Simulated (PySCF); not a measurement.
C5H7F3S.
Numbering: `[CH3:1][C@@H:2]1[S:3][C@@H:4]1[CH2:5][C:6]([F:7])([F:8])[F:9]`

Cartesian coordinates in Å at the GFN2-xTB level; atoms count from 1:
```xyz
16
C5H7F3S angstrom
C      1.7755    0.8721    0.3352
C      1.4098   -0.5375   -0.0383
S      1.1352   -0.9153   -1.7913
C      0.0188   -0.9488   -0.3730
C     -1.1352    0.0278   -0.3723
C     -1.7982    0.0722    0.9930
F     -0.9642    0.4775    1.9626
F     -2.8415    0.9140    1.0131
F     -2.2639   -1.1270    1.3712
H      1.3363    1.5929   -0.3497
H      2.8559    0.9902    0.3013
H      1.4348    1.0867    1.3469
H      2.0083   -1.2926    0.4626
H     -0.2781   -1.9535   -0.0840
H     -0.8064    1.0360   -0.6256
H     -1.8948   -0.2854   -1.0931
```

Definitions: NICS(0) = −σiso at the ring centroid; NICS(1) = −σiso and NICS(1)zz = −σzz at ±1 Å along the ring normal z. Level: GIAO PBE0/pcSseg-1 (PySCF, non-relativistic, gas phase) on the GFN2-xTB geometry, one conformer.

Ring bond lengths (Å), with Mayer bond orders in brackets: C2–S3 1.814 (0.95), S3–C4 1.805 (0.96), C4–C2 1.489 (0.94).

**Question.** Give the NICS values of each ring in ppm.

**Answer.** 
```json
{"ring": "C2–S3–C4", "type": "3-membered ring with S; formal bonds all single", "NICS(0)": "-48.6", "NICS(1), two faces": "-8.7 / -8.6", "NICS(1)zz, two faces": "-19.6 / -24.0", "rms pucker (Å)": "0.00", "centre to ring atoms, mean (Å)": "0.98"}
```

**Question.** What do they say, and how far can they be read as aromaticity?

**Answer.** 
- C2–S3–C4: mean NICS(1)zz -21.8 ppm, shielded. C2, C4 have four or more neighbours, and the NICS criterion for π rings isn't applied. A hydrogen on C2, outside the ring, lies only 1.45 Å from a NICS(1) probe, which then mostly feels that atom. The two faces differ by 4.4 ppm, so no symmetry operation interchanges them. NICS(0) lies 40 ppm below the mean NICS(1).

**Question.** At the second NICS(1) probe listed for ring C2–S3–C4, 1 Å off the ring, how large is the induced field along the normal in 14.1 T applied along it?

**Answer.** NICSzz × B0 = -24.0 ppm × 14.1 T = -338 μT, against the applied field.

**Question.** List the ring angles and the Hirshfeld charges of the ring atoms.

**Answer.** 
- C2–S3–C4: C2 65.4° (-0.021 e), S3 48.6° (-0.054 e), C4 66.0° (-0.035 e); sum 180.0° against 180° for a flat convex ring.

**Question.** How shielded are the nuclei of the rings and their hydrogens (means over atoms taken as equivalent)?

**Answer.** 
| atoms | environment | σ isotropic (ppm) |
| --- | --- | --- |
| C2 | sp3 carbon bound to sulfur | 147.8 |
| S3 | sulfide sulfur | 659.8 |
| C4 | sp3 carbon bound to sulfur | 151.6 |
| H13 | methine hydrogen | 28.72 |
| H14 | methine hydrogen | 28.65 |

Hardware: one thread, Arm Neoverse V1 (aarch64), shared host. Cost: 31 s, 0.83 GiB resident at most. This is the whole shielding run at PBE0/pcSseg-1, SCF included.
